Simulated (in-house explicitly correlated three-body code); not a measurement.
Computed with an exponentially correlated three-body code. Model: two electrons around a point charge, non-relativistic, variational in 260 exponentially correlated functions (energies converged to about 1e-7 hartree, or 1e-8 relative for large Z).

Command:
```bash
python run_hyl.py task.json out
```
Settings (lengths in bohr, energies in hartree):
```
Z                      1.5
nuclear_mass           7
interaction_strength   1
functions              260
states_tried           13
```

Run time, properties included: 64 s on 1 thread of Arm Neoverse N1 (shared host).

**Those bound S and P states to n = 4 that converged, binding against the one-electron ion.**

Given: nuclear charge 1.5; mass of the centre 7 electron masses.

Computed: one-electron threshold -0.984375 hartree.

| term | energy (hartree) | binding (eV) |
| --- | --- | --- |
| 1 1S | -1.27454537 | 7.8959 |
| 2 3S | -1.03038814 | 1.2521 |
| 2 1S | -1.02070112 | 0.98848 |
| 2 3P | -1.01493474 | 0.83157 |
| 2 1P | ? | ? |
| 3 3S | -1.00129308 | 0.46036 |
| 3 1S | -0.998987116 | 0.39762 |
| 3 1P | -0.996461005 | 0.32888 |
| 4 3S | -0.993116776 | 0.23788 |
| 4 1S | ? | ? |
| 4 1P | -0.991203215 | 0.18581 |

(1) What belongs in the row 2 1P?

(2) What belongs in the row 4 1S?

**Converged states only, values per electron or pair.**

| term | mean r (bohr) | mean r squared (bohr²) | mean inverse r (1/bohr) | mean r12 (bohr) | mean inverse r12 (1/bohr) | mean cosine | mean p1 dot p2 (bohr⁻²) | delta r1 (bohr⁻³) | delta r12 (bohr⁻³) |
| --- | --- | --- | --- | --- | --- | --- | --- | --- | --- |
| 1 1S | 1.5626 | 3.462 | 1.0358 | 2.3907 | 0.55841 | -0.043397 | 0.033401 | 0.45535 | 0.018494 |
| 2 3S | 4.7167 | 41.584 | 0.73498 | 8.3878 | 0.14415 | -0.0010651 | -0.0016611 | 0.3662 | - |
| 2 1S | 5.8148 | 65.05 | 0.72111 | 10.56 | 0.12194 | -0.001492 | -0.0041401 | 0.36448 | 0.00091898 |
| 2 3P | 5.4978 | 60.507 | 0.71973 | 9.9431 | 0.12932 | -0.010842 | -0.018753 | 0.35688 | - |
| 2 1P | ? | ? | ? | ? | ? | ? | ? | ? | ? |
| 3 3S | 11.696 | 283.25 | 0.6871 | 22.284 | 0.058713 | 0.0020344 | -0.0018339 | 0.36131 | - |
| 3 1S | 13.453 | 377.94 | 0.68351 | 25.792 | 0.052548 | 0.0014485 | -0.0022412 | 0.36104 | 0.00024094 |
| 3 1P | ? | ? | ? | ? | ? | ? | ? | ? | ? |
| 4 3S | 22.051 | 1040.8 | 0.67262 | 42.975 | 0.031629 | 0.0016628 | -0.0012247 | 0.36037 | - |
| 4 1S | 24.467 | 1285.8 | 0.6712 | 47.806 | 0.029115 | 0.0013429 | -0.0013492 | 0.36027 | 9.6303e-05 |
| 4 1P | 26.916 | 1573.3 | 0.66976 | 52.702 | 0.026883 | 0.0015838 | -0.00072304 | 0.3599 | 2.6642e-06 |

(3) What belongs in the row 2 1P?

(4) What belongs in the row 3 1P?

Results:

(1) energy (hartree): -1.01147595; binding (eV): 0.73745.

(2) energy (hartree): -0.992233798; binding (eV): 0.21385.

(3) mean r (bohr): 6.4076; mean r squared (bohr²): 82.021; mean inverse r (1/bohr): 0.70942; mean r12 (bohr): 11.733; mean inverse r12 (1/bohr): 0.10532; mean cosine: 0.0017295; mean p1 dot p2 (bohr⁻²): -0.0015821; delta r1 (bohr⁻³): 0.36022; delta r12 (bohr⁻³): 1.7149e-05.

(4) mean r (bohr): 14.98; mean r squared (bohr²): 477.82; mean inverse r (1/bohr): 0.68009; mean r12 (bohr): 28.841; mean inverse r12 (1/bohr): 0.047349; mean cosine: 0.0021718; mean p1 dot p2 (bohr⁻²): -0.00090845; delta r1 (bohr⁻³): 0.35998; delta r12 (bohr⁻³): 5.9294e-06.
